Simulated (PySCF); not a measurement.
A calculated (B3LYP, PySCF 2.14, x2c-SVPall, the spin-free X2C one-electron Hamiltonian (Gaussian nucleus)) atom or ion has these occupied shells.

```tsv
shell	electrons	orbital energy (eV)	rms radius, mean of both spins (bohr)
1s α	1	-867.23	0.183
1s β	1	-866.13	0.183
2s α	1	-59.648	0.960
2s β	1	-56.732	0.960
2p α	3	-36.011	1.00
2p β	2	-33.928	1.00
```

Name the element and its charge.

Ne⁺ (neon, charge +1), in [He] 2s2 2p5, 2P determinant.
